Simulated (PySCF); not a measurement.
NICS in isomers of C7H11OP.

NICS = −σ at a ghost point: NICS(0) at the centroid of the ring atoms, NICS(1) 1 Å to either side along the normal of their mean plane, zz for the tensor component along that normal. Level: GIAO PBE0/pcSseg-1 (PySCF, non-relativistic, gas phase) on the PBE0-D3(BJ)/def2-SVP geometries, one conformer each. Atom numbers follow the mapped SMILES.

Question: Order these rings by mean NICS(1)zz, lowest (most negative) first (ppm).
A. ring C3–C4–P7–C8–C9 in `[CH2:1]=[CH:2][C:3]1=[C:4]([O:5][CH3:6])[PH:7][CH2:8][CH2:9]1`
B. ring C7–C8–C9 in `[CH2:1]=[CH:2]/[C:3]([O:4][CH3:5])=[P:6]\[CH:7]1[CH2:8][CH2:9]1`
C. ring C5–C6–P7–C8–O9 in `[CH3:1][C:2]([CH3:3])([CH3:4])[c:5]1[cH:6][p:7][cH:8][o:9]1`
D. ring P3–C5–C6–O7–C8–C9 in `[CH:1]#[C:2][P:3]1(=[CH2:4])[CH2:5][CH2:6][O:7][CH2:8][CH2:9]1`
E. ring C2–P3–C4–O5–C6 in `[CH3:1][c:2]1[p:3][cH:4][o:5][c:6]1[CH:7]([CH3:8])[CH3:9]`
F. ring C5–C6–C7–O8–C9 in `[CH3:1][CH:2]([CH3:3])[PH:4][c:5]1[cH:6][cH:7][o:8][cH:9]1`

Answer: F (-26.4), C (-24.9), E (-23.8), B (-22.2), A (-1.0), D (1.4).

```
           SMILES                                                     ring  NICS(0)  NICS(1)  NICS(1)zz  HOMA  rms pucker (Å)  ring atoms with four or more neighbours
    CC(C)Pc1ccoc1        5-membered ring with O; formal bonds all aromatic    -11.7    -10.2      -26.4  0.38            0.00                                        0
  CC(C)(C)c1cpco1  5-membered ring with O and P; formal bonds all aromatic    -11.5    -10.8      -24.9  0.38            0.00                                        0
    Cc1pcoc1C(C)C  5-membered ring with O and P; formal bonds all aromatic    -11.2    -10.6      -23.8  0.35            0.00                                        0
C=C/C(OC)=P\C1CC1           3-membered carbocycle; formal bonds all single    -43.7     -8.6      -22.2     –            0.00                                        3
  C=CC1=C(OC)PCC1  5-membered ring with P; formal bonds 1 double, 4 single     -4.6     -3.6       -1.0     –            0.13                                        2
  C#CP1(=C)CCOCC1    6-membered ring with O and P; formal bonds all single     -2.7     -2.2        1.4     –            0.23                                        5
```

NICS(0) gives another order. The isotropic NICS(1) gives another order. HOMA uses Krygowski's 1993 parameters; it is left out where a ring has a four-coordinate atom, a triple bond, no multiple bond or a kind of bond without parameters. NICS(1) and NICS(1)zz are means over the two faces.
